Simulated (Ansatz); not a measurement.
`C[Si](F)(F)[O][AlH2]` + `CC(=N)O` → `C/C(O)=[N]\[AlH2]` + `C[Si](O)(F)F`  (ligand exchange at the Al–O bond)

Program: Ansatz. Geometries: PBE0-D4/def2-TZVP. ΔE: electronic, gas phase. CBS: MP2 limit from def2 TZ/QZ plus the TZ coupled-cluster correction, frozen cores. Functionals use def2-TZVPP. B3LYP here is the variant with VWN-RPA as its local correlation; programs differ in this. One conformer a species, not always the lowest.

| level | ΔE (kJ/mol) | difference from CCSD(T)/CBS |
| --- | --- | --- |
| PBE-D4 | 61.8 | -13.9 |
| r2SCAN-D4 | 68.4 | -7.3 |
| B3LYP-D4 | 71.0 | -4.7 |
| ωB97M-V | 72.3 | -3.4 |
| PBE | 61.6 | -14.1 |
| r2SCAN | 68.3 | -7.4 |
| PBE0 | 67.6 | -8.1 |
| B3LYP | 70.7 | -5.0 |
| HF/def2-TZVPP | 85.8 | 10.1 |
| MP2/def2-TZVPP | 72.5 | -3.2 |
| SCS-MP2/def2-TZVPP | 76.2 | 0.5 |
| CCSD/def2-TZVPP | 78.2 | 2.5 |
| CCSD(T)/def2-TZVPP | 75.4 | -0.3 |
| MP2/def2-QZVPP | 73.4 | -2.3 |
| SCS-MP2/def2-QZVPP | 77.0 | 1.3 |
| MP2/CBS(def2) | 72.8 | -2.9 |
| CCSD(T)/CBS | 75.7 | 0 |

Largest T1 diagnostic among the species: 0.014.

In def2-TZVPP, CCSD(T) changes the Hartree–Fock value by −10.4 kJ/mol (the triples alone add −2.8 kJ/mol) and MP2 by −13.3 kJ/mol. From PBE to PBE0 (25 % exact exchange), in def2-TZVPP and without D4, ΔE moves by +6.0 kJ/mol.
